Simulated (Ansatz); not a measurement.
`[SiH3]C[CH2][GeH3]` + `N=C1O[SiH2]1` → `[GeH3]/[N]=C1\O[SiH2]1` + `CC[SiH3]`  (ligand exchange at a Ge–C bond)

Calculated with Ansatz (gas phase, PBE0-D4/def2-TZVP geometries, no zero-point term in ΔE). CCSD(T)/CBS adds triple-zeta CCSD(T) − MP2 to the extrapolated MP2 energy (def2 sets, frozen cores). DFT in def2-TZVPP. B3LYP here is the variant with VWN-RPA as its local correlation; programs differ in this. For Ge outer-core shells are correlated without core-valence functions, which leaves a few kJ/mol of doubt a bond. Scalar relativity is left out up to krypton. Each species was taken in one conformer, which may not be the lowest.

| level | ΔE (kcal/mol) |
| --- | --- |
| B3LYP-D4 | -8.1 |
| ωB97X-V | -7.5 |
| B2PLYP | -8.6 |
| PBE0 | -6.5 |
| MP2/def2-TZVPP | -8.3 |
| CCSD/def2-TZVPP | -7.3 |
| MP2/CBS(def2) | -7.6 |
| CCSD/CBS(def2) | -6.7 |

What does CCSD(T)/CBS give? (Best estimate.)

The calculation gave: -6.8 kcal/mol. The listed levels differ from it by -1.3, -0.7, -1.8, 0.3, -1.5, -0.5, -0.8, 0.1 kcal/mol.

Largest T1 diagnostic among the species: 0.017.

In def2-TZVPP, CCSD(T) changes the Hartree–Fock value by +2.3 kcal/mol (the triples alone add −0.1 kcal/mol) and MP2 by +1.5 kcal/mol.
